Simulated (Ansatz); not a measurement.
AlH₆NOSi, SMILES `N[SiH2][AlH][OH]`. Total charge 0; spin multiplicity 1. The structure was optimised at the PBE0-D4/def2-TZVP level. It is one conformer, not always the lowest.

```xyz
10

N    -0.118    0.512   -1.795
Si   -0.950   -0.301   -0.503
Al    0.217   -0.410    1.677
O     1.769    0.282    1.810
H     0.685    0.071   -2.214
H     0.018    1.509   -1.740
H    -1.238   -1.684   -0.988
H    -2.267    0.383   -0.336
H    -0.320   -1.070    3.017
H     2.202    0.708    1.073
```

Question: What is the dipole moment at B3LYP/def2-TZVPP? (Estimate.)

Answer: Computed: 2.09 D, with components (0.99, 0.94, -1.57) D in this frame, pointing from negative to positive charge.

Question: And with PBE, r2SCAN, ωB97M-V? (Estimate.)

Answer: Computed: PBE 2.21 D, r2SCAN 2.21 D, ωB97M-V 2.08 D.

Question: Give the Mulliken charges with B3LYP, ωB97M-V, r2SCAN in def2-TZVPP. (Estimate.)

Answer: The calculation gave: 
| atom | B3LYP | ωB97M-V | r2SCAN |
| --- | --- | --- | --- |
| N1 | -0.41 | -0.37 | -0.45 |
| Si2 | 0.20 | 0.11 | 0.18 |
| Al3 | 0.48 | 0.46 | 0.54 |
| O4 | -0.41 | -0.40 | -0.44 |
| H5 | 0.13 | 0.11 | 0.15 |
| H6 | 0.13 | 0.11 | 0.15 |
| H7 | -0.08 | -0.04 | -0.08 |
| H8 | -0.08 | -0.04 | -0.08 |
| H9 | -0.14 | -0.11 | -0.16 |
| H10 | 0.17 | 0.16 | 0.18 |

B3LYP here is the variant with VWN-RPA as its local correlation; programs differ in this.
